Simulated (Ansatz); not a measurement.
Wavefunction ladder for `[SiH3][Al]([Cl])[SnH3]`

```xyz
10

Si   -1.654    1.268    0.981
Al    0.368   -0.110    0.802
Cl    1.424   -0.511    2.581
Sn    1.368   -1.154   -1.427
H    -1.507    2.488    0.135
H    -2.828    0.509    0.462
H    -1.943    1.692    2.377
H     1.751    0.067   -2.564
H     2.787   -2.066   -1.157
H     0.234   -2.184   -2.191
```

Charge 0, multiplicity 1. Correlated methods include outer-core shells of Sn, which these sets cover unevenly. Sn takes the def2 core potential. All single points use the PBE0-D4/def2-TZVP geometry. Frozen core, restricted reference, the Gaussian-basis code of Ansatz.

```json
{"basis": "def2-SVP", "HF (Eh)": "-1206.92838", "MP2 corr.": "-0.40869"}
{"basis": "def2-TZVPP", "HF (Eh)": "-1207.28318", "MP2 corr.": "-0.72440"}
{"basis": "def2-QZVPP", "HF (Eh)": "-1207.31313", "MP2 corr.": "-0.97180"}
```

**Question.** Estimate the CCSD correlation energy and the (T) correction in each basis where they were run (hartree).

**Answer.** 
```tsv
basis	CCSD corr.	(T)
def2-SVP	-0.47642	-0.01211
def2-TZVPP	-0.78253	-0.02653
```
